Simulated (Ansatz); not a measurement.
C3H10FNSi, singlet, at a GFN2-xTB geometry, atoms displaced at random by about 0.03 Å a coordinate; R2SCAN/STO-3G, gradient in Ansatz (a first-principles code).

The Ansatz input:
Ansatz 0.2 input:
```yaml
crystal:
  periodic: [false, false, false]
  atoms:
    - {symbol: Si, position_ang: [1.66922862, 0.11229761, -0.18818836]}
    - {symbol: F, position_ang: [1.72917116, 0.60559524, 1.35538021]}
    - {symbol: N, position_ang: [0.09518723, -0.66588601, -0.40243360]}
    - {symbol: C, position_ang: [-1.14887462, -0.02365879, -0.00407013]}
    - {symbol: C, position_ang: [-1.75347774, 0.94121585, -1.01185136]}
    - {symbol: C, position_ang: [-2.08913640, -1.15777080, 0.42301249]}
    - {symbol: H, position_ang: [1.90670305, 1.35659473, -0.99602828]}
    - {symbol: H, position_ang: [2.67332379, -0.87961798, -0.39440538]}
    - {symbol: H, position_ang: [-0.04034997, -1.18995936, -1.12207002]}
    - {symbol: H, position_ang: [-0.87519889, 0.57189018, 0.89339295]}
    - {symbol: H, position_ang: [-1.99193593, 0.32052417, -1.88696236]}
    - {symbol: H, position_ang: [-1.10779516, 1.67405270, -1.33117027]}
    - {symbol: H, position_ang: [-2.72025248, 1.32803938, -0.67977978]}
    - {symbol: H, position_ang: [-3.02544201, -0.76717073, 0.84831676]}
    - {symbol: H, position_ang: [-1.62860002, -1.80585458, 1.19369086]}
    - {symbol: H, position_ang: [-2.34306963, -1.81022618, -0.40162203]}
basis:
  gaussian:
    orbitals: STO-3G
hamiltonian:
  xc: r2scan
output: {forces: true}
```

Q: What does Ansatz print? Leave out banner, timings and long lists.

A: 
```
Functional definition: r2SCAN
592 factors; integrals over basis functions are off by at most 4.5e-5 eV
mean field evaluation 1: about -15163.8631 eV, gradient 2.6e1 eV
mean field evaluation 2: about -15163.4304 eV, gradient 2.9e1 eV
mean field evaluation 4: about -15166.0457 eV, gradient 4.9e-1 eV
mean field evaluation 8: about -15165.9165 eV, gradient 3.7e-2 eV
mean field -15165.91654105 eV, -557.3371530563 hartree, gradient 9.0e-6 eV, S^2 0.000000; 0 other end points of the search recorded, 0 dependent functions left out
the calculation of the forces begins
reference -15165.91654826 eV, -557.3371533210 hartree; 29, 29 occupied and 15, 15 virtual orbitals, 592 factors
Total energy: -15165.91654826 eV, -557.3371533210 hartree
Atom 0 at     1.669229     0.112298    -0.188188 Å, force    -1.149038     0.798575    -0.442976 eV/Å
Atom 1 at     1.729171     0.605595     1.355380 Å, force    -0.103888     0.175256     0.660933 eV/Å
Atom 2 at     0.095187    -0.665886    -0.402434 Å, force     3.277175     5.966757     7.209101 eV/Å
Atom 3 at    -1.148875    -0.023659    -0.004070 Å, force     1.144272     0.372991     2.197114 eV/Å
Atom 4 at    -1.753478     0.941216    -1.011851 Å, force    -3.025304    -3.075372    -0.847296 eV/Å
Atom 5 at    -2.089136    -1.157771     0.423012 Å, force    -0.995650    -0.288324     1.219654 eV/Å
Atom 6 at     1.906703     1.356595    -0.996028 Å, force    -0.112484    -0.858213     0.229751 eV/Å
Atom 7 at     2.673324    -0.879618    -0.394405 Å, force     0.468689    -0.453977    -0.476435 eV/Å
Atom 8 at    -0.040350    -1.189959    -1.122070 Å, force    -1.268501    -6.077007    -8.153179 eV/Å
Atom 9 at    -0.875199     0.571890     0.893393 Å, force    -0.270330    -0.080350     0.193250 eV/Å
Atom 10 at    -1.991936     0.320524    -1.886962 Å, force    -0.059241     0.195379    -0.348410 eV/Å
Atom 11 at    -1.107795     1.674053    -1.331170 Å, force     2.109476     2.647538    -0.651848 eV/Å
Atom 12 at    -2.720252     1.328039    -0.679780 Å, force     0.091699     0.446310     0.304525 eV/Å
Atom 13 at    -3.025442    -0.767171     0.848317 Å, force    -0.066785     0.036850    -0.087302 eV/Å
Atom 14 at    -1.628600    -1.805855     1.193691 Å, force     0.116226     0.444812    -0.211732 eV/Å
Atom 15 at    -2.343070    -1.810226    -0.401622 Å, force    -0.156316    -0.251224    -0.795150 eV/Å
Dipole moment:    -0.033096    -0.015316    -0.271575 e Å
```
